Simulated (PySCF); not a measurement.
**Polarisability and C₆ of Mn (manganese, neutral)**

[Ar] 3d5 4s2, high-spin 6S determinant. Computed with PySCF 2.14 in def2-QZVPPD (11s6p5d4f2g, 100 functions), with no relativity, point nucleus. Coupled (time-dependent) response in atomic units; α is the mean over directions.

```json
{"method": "PBE0", "mean α (bohr³)": "79.80", "C₆ (like pair)": "774.9", "S(−4)": "4049"}
{"method": "M06-L", "mean α (bohr³)": "71.89", "C₆ (like pair)": "699.8", "S(−4)": "2709"}
```

S(−4) is the Cauchy moment in α(ω) = α(0) + S(−4) ω² + …

Reference α: 68 ± 9 bohr³ (recommended; Schwerdtfeger and Nagle, table of static dipole polarizabilities (2023 update)). Published C₆: 552.0 (Chu and Dalgarno (2004); Tang, Norbeck and Certain (1976)).

α(iu) at M06-L:

| u (hartree) | α(iu) (bohr³) |
| --- | --- |
| 0 | 71.89 |
| 0.0500 | 65.81 |
| 0.100 | 53.11 |
| 0.200 | 31.52 |
| 0.300 | 19.87 |
| 0.500 | 10.14 |
| 0.750 | 5.847 |
| 1.00 | 3.985 |
| 1.50 | 2.340 |
| 2.00 | 1.595 |
| 3.00 | 0.9024 |
| 5.00 | 0.4129 |

A single London oscillator, α(iu) = α/(1 + u²/ω²), gives C₆ = (3/4) ω α². Matching the computed C₆ needs ω = 4 × 699.8 / (3 × 71.89²) = 0.181 hartree.
